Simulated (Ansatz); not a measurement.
Ga(PF3)H3 (GaPH₃F₃), 8 atoms. Hardware: 2 threads of Arm Neoverse V2 on a shared host.

Correlated methods freeze 17 core orbitals; core or outer-core shells of Ga are correlated, in sets that lack core-valence functions.

Task: How many basis functions does each of these Ansatz runs have, and roughly what does it cost? PBE0-D4/def2-SVP, charge 0 singlet, relaxation, 7 steps; PBE0-D4/def2-SVP, charge 0 singlet, energy, from earlier orbitals; PBE-D4/def2-TZVP, charge 0 singlet, energy and forces, from earlier orbitals; PBE0-D4/def2-SVP, charge 0 singlet, energy with a search over starts; r2SCANh-D4/def2-TZVP, charge 0 singlet, energy, from earlier orbitals; LDA (SPW92)/def2-TZVP, charge 0 singlet, energy, from earlier orbitals; r2SCAN-D4/def2-TZVP, charge 0 singlet, energy, from earlier orbitals; PBE0-D4/def2-TZVP, charge 0 singlet, energy, from earlier orbitals; CCSD(T)/def2-SVP, charge 0 singlet, energy, from earlier orbitals; BHLYP-D4/def2-TZVP, charge 0 singlet, energy, from earlier orbitals; HF/STO-3G, charge 0 singlet, energy; MP2/def2-TZVP, charge 0 singlet, energy, from earlier orbitals.

Result: Other jobs shared the machine, so times can vary by a factor of up to 3. A dash marks memory too small to be measured apart from the calling script's.

```tsv
run	functions	fitting or Cholesky vectors	wall time	peak host memory (GiB)
HF/STO-3G, charge 0 singlet, energy	45	535	0.2 s	–
LDA (SPW92)/def2-TZVP, charge 0 singlet, energy, from earlier orbitals	196	1238	1.2 s	–
PBE0-D4/def2-SVP, charge 0 singlet, energy, from earlier orbitals	107	1018	1.8 s	–
PBE0-D4/def2-SVP, charge 0 singlet, energy with a search over starts	107	1018	1.9 s	–
PBE-D4/def2-TZVP, charge 0 singlet, energy and forces, from earlier orbitals	196	1238	2.6 s	–
MP2/def2-TZVP, charge 0 singlet, energy, from earlier orbitals	196	1311	3.1 s	–
PBE0-D4/def2-TZVP, charge 0 singlet, energy, from earlier orbitals	196	1295	3.4 s	0.55
BHLYP-D4/def2-TZVP, charge 0 singlet, energy, from earlier orbitals	196	1427	3.7 s	0.58
r2SCAN-D4/def2-TZVP, charge 0 singlet, energy, from earlier orbitals	196	1238	4.7 s	–
r2SCANh-D4/def2-TZVP, charge 0 singlet, energy, from earlier orbitals	196	1261	6 s	0.57
CCSD(T)/def2-SVP, charge 0 singlet, energy, from earlier orbitals	107	1018	11 s	–
PBE0-D4/def2-SVP, charge 0 singlet, relaxation, 7 steps	107	1098	19 s	–
```
